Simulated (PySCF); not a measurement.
Zn(Cl)(Et) (C2H5ClZn), SMILES C[CH2][Zn][Cl].

Geometry: PBE0-D3(BJ)/def2-SVP. The structure was generated by enumeration; whether it is a known compound was not checked. Other conformers were not sampled.

The numbers are results of PBE0-D3(BJ)/def2-SVP (PySCF), not measurements.

Frequencies are harmonic and unscaled.

```csv
mode,ν (cm⁻¹),IR (km/mol),moving atoms (share of kinetic energy)
1,74,4.2,"Zn 35 %, Cl 29 %, C 24 %, H 12 %"
2,99,5.7,"Zn 37 %, H 29 %, Cl 20 %, C 15 %"
3,236,8.4,"C 55 %, H 19 %, Zn 18 %"
4,246,2.0,"H 85 %, C 11 %"
5,395,30.1,"Cl 61 %, C 18 %, Zn 15 %"
6,562,32.4,"C 48 %, Zn 30 %, H 17 %"
7,635,28.5,"H 80 %, C 18 %"
8,940,3.2,"H 91 %, C 9 %"
9,970,6.1,"H 85 %, C 15 %"
10,1054,9.5,"C 74 %, H 26 %"
11,1211,10.1,"H 63 %, C 37 %"
12,1246,2.4,"H 77 %, C 23 %"
13,1396,5.0,"H 82 %, C 18 %"
14,1433,1.8,"H 90 %, C 10 %"
15,1472,2.2,H 97 %
16,1480,8.3,H 97 %
17,3041,42.4,H 97 %
18,3061,10.3,H 95 %
19,3113,1.3,"H 91 %, C 9 %"
20,3122,19.4,"H 91 %, C 9 %"
21,3141,24.6,"H 91 %, C 9 %"
```
